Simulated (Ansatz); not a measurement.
Consider the ligand exchange at a W–Cl bond: `[NH]=[W](=[NH])([Cl])[Cl]` + CH₃OH → `C[O][W](=[NH])(=[NH])[Cl]` + HCl.

Computed with Ansatz on PBE0-D4/def2-TZVP structures; ΔE is electronic, products minus reactants. CCSD(T)/CBS is the MP2 limit (def2-TZVPP, def2-QZVPP) plus CCSD(T) − MP2 in def2-TZVPP, frozen cores. This one scheme is used for every species. DFT in def2-TZVPP. Elements past krypton have def2 core potentials. For W outer-core shells are correlated without core-valence functions, which leaves a few kJ/mol of doubt a bond. One conformer a species, not always the lowest.

```json
{"level": "r2SCANh-D4", "ΔE (kJ/mol)": "21.9"}
{"level": "CAM-B3LYP-D4", "ΔE (kJ/mol)": "13.3"}
{"level": "B2PLYP", "ΔE (kJ/mol)": "23.2"}
{"level": "PBE", "ΔE (kJ/mol)": "23.2"}
{"level": "r2SCANh", "ΔE (kJ/mol)": "22.9"}
{"level": "RPA@PBE/def2-TZVPP", "ΔE (kJ/mol)": "15.5"}
{"level": "CCSD/def2-SVP", "ΔE (kJ/mol)": "12.8"}
{"level": "HF/def2-TZVPP", "ΔE (kJ/mol)": "22.6"}
```

Task: What does CCSD(T)/CBS give? (Estimate.)

Result: Computed: +23.7 kJ/mol. The listed levels differ from it by -1.8, -10.4, -0.5, -0.5, -0.8, -8.2, -10.9, -1.1 kJ/mol.

Largest T1 diagnostic among the species: 0.019.

At CCSD(T), def2-SVP lies −12.5 kJ/mol from the extrapolated value and def2-TZVPP −5.2 kJ/mol. Leaving LDA and LC-ωPBE aside and taking each functional with its dispersion term where it has one, the values, not all of them listed here, spread over 15.6 kJ/mol, from CAM-B3LYP-D4 to PBE-QIDH. LDA lies −7.5 kJ/mol from PBE without D4.
